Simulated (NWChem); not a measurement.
**Correlation energy of GeSe**

```xyz
2

Ge     0.0000     0.0000     1.1173
Se     0.0000     0.0000    -1.0516
```
Charge 0, spin multiplicity 1.

Program: NWChem. The geometry was optimised at PBE/def2-SVP, a minimum by its harmonic frequencies.

Basis set: 6-311G**. Each correlation energy counts from its own Hartree-Fock reference.

| method | correlation energy (mHa) | difference from CCSD(T) |
|---|---|---|
| MP2 | -488.0 | +12.4 |
| SCS-MP2 | -446.2 | +54.2 |
| CR-CCSD[T] | -497.4 | +3.1 |
| CR-CCSD(T) | -495.5 | +4.9 |
| CCSD | -480.9 | +19.6 |
| CCSD+T(CCSD) | -502.9 | -2.4 |
| CCSD(T) | -500.4 | 0.0 |

The values span 56.7 mHa, from CCSD+T(CCSD) (lowest) to SCS-MP2 (highest). 

The Hamiltonian is non-relativistic. The correlated methods keep 18 core orbitals frozen. The Pople sets run with spherical d functions. The structure started from a generated list of species. No row is a measurement; the coupled-cluster row has its own basis-set and correlation limits.
